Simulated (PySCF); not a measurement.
How methods differ on the ionisation energy of Eu(3+)

Eu(3+) [Xe] 4f6 [4f5/2^6, M_J = 0] → Eu(4+) [Xe] 4f5 [4f5/2^5, M_J = 5/2], as a difference of total energies. All numbers are calculated (PySCF 2.14, the two-component X2C-1e Hamiltonian, in x2c-TZVPPall-2c (11s11p10d4f2g, 140 functions)). Correlated levels: [Ar] 3d10 frozen; the 18 highest virtual spinors dropped. "Screened" scales the spin-orbit matrix elements by Boettger's factors to mimic the two-electron term; Breit and QED terms are absent.

| method | ionisation energy (eV) |
| --- | --- |
| GHF (spin-free) | 40.892 |
| GMP2 (spin-free) | 42.894 |
| GHF (screened spin-orbit) | 40.605 |
| GMP2 (screened spin-orbit) | 42.613 |

**Question.** How much does correlation contribute at GMP2 (screened spin-orbit)?

**Answer.** 42.613 − (40.605) = 2.008 eV, measured against GHF (screened spin-orbit).

The spin-free rows relax to the high-spin LS determinant and lack the spin-orbit shift.

The labels give the starting determinants; with spin-orbit coupling the two ends relaxed to ⟨J²⟩ = 5.43, ⟨L²⟩ = 11.88, ⟨S²⟩ = 11.87 and ⟨J²⟩ = 12.99, ⟨L²⟩ = 29.75, ⟨S²⟩ = 8.65.

The determinant of Eu(3+) and of Eu(4+) mixes levels of different J (the jj label is only the starting occupation), so the difference between spin-free and spin-orbit rows is not the physical spin-orbit shift.

For comparison: 42.94 ± 0.11 eV (semi-empirical (NIST evaluation); NIST Atomic Spectra Database, ionization energies).
